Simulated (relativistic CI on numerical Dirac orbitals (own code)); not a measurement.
## Rh7+: L-alpha,beta X-ray emission

Computed with this model: Dirac-Coulomb-Breit CI, orbitals from a KLI potential per configuration, QED by a radiative potential, valence Slater integrals scaled by 0.9, multiplet model of X-ray emission after core ionisation; configurations [Kr] 4d2 → [He] 2s2 2p5 3s2 3p6 3d10 4s2 4p6 4d2 → [Ar] 3d9 4s2 4p6 4d2; 80 K; Lorentzian 2 eV and Gaussian 0.6 eV FWHM. Energies are those of the free ion, without screening or charge transfer. S is read from ⟨S²⟩ = S(S + 1).

Computed curve for free ion, scaled to 100 at the maximum (points under 2 are left out and the grid is thinned):

```json
{"Energy (eV)": "2691.0", "Intensity": "2.1"}
{"Energy (eV)": "2691.6", "Intensity": "2.6"}
{"Energy (eV)": "2692.0", "Intensity": "3.1"}
{"Energy (eV)": "2692.6", "Intensity": "3.9"}
{"Energy (eV)": "2693.2", "Intensity": "4.8"}
{"Energy (eV)": "2693.6", "Intensity": "5.5"}
{"Energy (eV)": "2694.2", "Intensity": "7.2"}
{"Energy (eV)": "2694.8", "Intensity": "9.7"}
{"Energy (eV)": "2695.4", "Intensity": "12.9"}
{"Energy (eV)": "2695.8", "Intensity": "14.8"}
{"Energy (eV)": "2696.4", "Intensity": "15.8"}
{"Energy (eV)": "2697.0", "Intensity": "15.7"}
{"Energy (eV)": "2697.4", "Intensity": "16.3"}
{"Energy (eV)": "2698.0", "Intensity": "19.2"}
{"Energy (eV)": "2698.6", "Intensity": "25.6"}
{"Energy (eV)": "2699.0", "Intensity": "33.0"}
{"Energy (eV)": "2699.6", "Intensity": "52.1"}
{"Energy (eV)": "2700.2", "Intensity": "81.0"}
{"Energy (eV)": "2700.8", "Intensity": "100.0"}
{"Energy (eV)": "2701.2", "Intensity": "93.2"}
{"Energy (eV)": "2701.8", "Intensity": "63.1"}
{"Energy (eV)": "2702.4", "Intensity": "37.1"}
{"Energy (eV)": "2702.8", "Intensity": "26.4"}
{"Energy (eV)": "2703.4", "Intensity": "16.8"}
{"Energy (eV)": "2704.0", "Intensity": "11.6"}
{"Energy (eV)": "2704.4", "Intensity": "9.3"}
{"Energy (eV)": "2705.0", "Intensity": "6.9"}
{"Energy (eV)": "2705.6", "Intensity": "5.3"}
{"Energy (eV)": "2706.0", "Intensity": "4.5"}
{"Energy (eV)": "2706.6", "Intensity": "3.6"}
{"Energy (eV)": "2707.2", "Intensity": "3.0"}
{"Energy (eV)": "2707.8", "Intensity": "2.5"}
{"Energy (eV)": "2708.2", "Intensity": "2.2"}
{"Energy (eV)": "2824.6", "Intensity": "2.2"}
{"Energy (eV)": "2825.2", "Intensity": "2.6"}
{"Energy (eV)": "2825.6", "Intensity": "2.8"}
{"Energy (eV)": "2826.2", "Intensity": "2.4"}
{"Energy (eV)": "2833.2", "Intensity": "2.3"}
{"Energy (eV)": "2833.6", "Intensity": "2.7"}
{"Energy (eV)": "2834.2", "Intensity": "3.5"}
{"Energy (eV)": "2834.8", "Intensity": "4.8"}
{"Energy (eV)": "2835.2", "Intensity": "6.1"}
{"Energy (eV)": "2835.8", "Intensity": "8.9"}
{"Energy (eV)": "2836.4", "Intensity": "12.7"}
{"Energy (eV)": "2837.0", "Intensity": "18.2"}
{"Energy (eV)": "2837.4", "Intensity": "24.0"}
{"Energy (eV)": "2838.0", "Intensity": "35.8"}
{"Energy (eV)": "2838.6", "Intensity": "45.5"}
{"Energy (eV)": "2839.0", "Intensity": "45.6"}
{"Energy (eV)": "2839.6", "Intensity": "37.2"}
{"Energy (eV)": "2840.2", "Intensity": "27.4"}
{"Energy (eV)": "2840.6", "Intensity": "21.7"}
{"Energy (eV)": "2841.2", "Intensity": "14.8"}
{"Energy (eV)": "2841.8", "Intensity": "9.9"}
{"Energy (eV)": "2842.4", "Intensity": "6.9"}
{"Energy (eV)": "2842.8", "Intensity": "5.5"}
{"Energy (eV)": "2843.4", "Intensity": "4.0"}
{"Energy (eV)": "2844.0", "Intensity": "3.0"}
{"Energy (eV)": "2844.4", "Intensity": "2.6"}
{"Energy (eV)": "2845.0", "Intensity": "2.1"}
```

The ground state has S = 0.98, and the centroid lies at 2747.46 eV.
